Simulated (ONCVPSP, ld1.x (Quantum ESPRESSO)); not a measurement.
# Pseudopotentials across the periodic table

Generated with ld1.x 7.5 (TM, RRKJ, ultrasoft, PAW), atompaw 4.2 or ONCVPSP 4.0.1. The cutoff is in Ry: for ld1.x and atompaw files where the sum of valence levels is converged to 10 mRy in a Bessel basis, for ONCV files where the hardest occupied wave has 1 mHa per electron of residual kinetic energy. The error is the largest all-electron minus pseudo excitation energy over each file’s own four to seven test configurations (ionisations up to +4, promotions, holes and added fractions of an electron), all of which were solved. The labels leave out finer settings (local radius, basis sizes, second energies), which also bear on the numbers. Spin-polarised tests are not counted. The rows are a selection from randomly drawn settings: files with unsolved tests, undetermined cutoffs or missed reference levels are left out.

A true bound ghost makes a file unfit for plane-wave use even where its test errors are small: the radial tests pick states by their node count and pass the ghost by.

```tsv
element	potential	cutoff (Ry)	largest error (meV)	bound ghosts
Be	ONCV, LDA (Perdew-Zunger), fully relativistic, rc 1.40/1.10/1.35 (spd), local smoothed, core correction yes, reference 2s2, qcut 5.3/6.8/6.2, projectors 2/2/2	31	+18	s
Mg	ONCV, LDA (Perdew-Zunger), non-relativistic, rc 2.10/0.60/2.00 (spd), local smoothed, core correction no, reference 2p6 3s2, qcut 2.8/12.8/5.2, projectors 1/2/1	1374	+34	s
P	TM, PBEsol, scalar-relativistic, rc 1.70/1.95 (sp), local smoothed, core correction yes, reference 3s2 3p2.5	21	+161	none
Ca	ONCV, LDA (Perdew-Wang 92), scalar-relativistic, rc 2.75/1.85/2.60/2.25 (spdf), local smoothed, core correction yes, reference 3p6 4s1 4p1, qcut 2.2/6.1/3.8/5.6, projectors 2/3/2/2	28	+17	none
Sc	ONCV, PBEsol, scalar-relativistic, rc 3.20/3.00/2.05/2.70 (spdf), local smoothed, core correction yes, reference 3d1 4s1 4p1, qcut 2.4/2.4/9/3.8, projectors 1/2/1/2	50	-170	s
Cr	ONCV, PBE, fully relativistic, rc 1.25/1.50/1.50 (spd), local smoothed, core correction yes, reference 3s2 3p6 3d5, qcut 9.4/7.2/9.5, projectors 2/1/2	72	+108	none
Sn	TM semilocal, PBE, scalar-relativistic, rc 1.45/2.55 (sp), local s, core correction yes, reference 5s2 5p0	45	-108	none
Hg	ONCV, PBE, scalar-relativistic, rc 1.65/1.80/2.25 (spd), local smoothed, core correction no, reference 5s2 5p6 5d10 6s2, qcut 9.3/6.3/8, projectors 2/1/2	53	-133	none
Bi	PAW, PBE, scalar-relativistic, rc 1.80/1.50/1.65 (spd), local smoothed, core correction yes, reference 5p6 5d10 6s2 6p3	60	-134	s
```

Task: Fill in the row for Sc: ONCV, PBE, scalar-relativistic, rc 2.10/2.05/2.20 (spd), local smoothed, core correction yes, reference 3s2 3p6 3d1 4s1 4p1, qcut 5.7/6/7.8, projectors 2/2/2.

Result: cutoff 43 Ry, largest error +46 meV, bound ghosts: none.
